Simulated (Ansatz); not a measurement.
Relaxation of F₃GeH (5 atoms, charge 0, multiplicity 1), to a largest force component of 0.03 eV/Å in at most 50 steps.

Method: RKS PBE/def2-SVP in Ansatz.

```xyz
5
Properties=species:S:1:pos:R:3
Ge 0.132 0.000 0.216
H 0.496 0.000 1.698
F 1.812 0.000 -0.036
F -0.623 1.375 -0.516
F -0.623 -1.375 -0.516
```

Where does it end, and by what steps?

The run converged. After 4 steps the energy has fallen by 0.470 eV; H2 moved furthest, 0.33 Å.

```json
{"step": "0", "energy less start (eV)": "0.0000", "largest force component (eV/Å)": "1.593", "accepted": "yes"}
{"step": "1", "energy less start (eV)": "-0.3894", "largest force component (eV/Å)": "0.472", "accepted": "yes"}
{"step": "2", "energy less start (eV)": "-0.4574", "largest force component (eV/Å)": "0.307", "accepted": "yes"}
{"step": "3", "energy less start (eV)": "-0.4693", "largest force component (eV/Å)": "0.159", "accepted": "yes"}
{"step": "4", "energy less start (eV)": "-0.4698", "largest force component (eV/Å)": "0.022", "accepted": "yes"}
```

```xyz
5
Properties=species:S:1:pos:R:3
Ge 0.235 0.000 0.256
H 0.179 0.000 1.788
F 1.863 0.000 -0.341
F -0.542 1.390 -0.429
F -0.542 -1.390 -0.429
```

Whether the end is a true minimum wasn't checked by a vibrational analysis.

Run time: 11 s on 1 thread of Arm Neoverse V2, with other jobs on the host, peak memory 0.14 GiB.
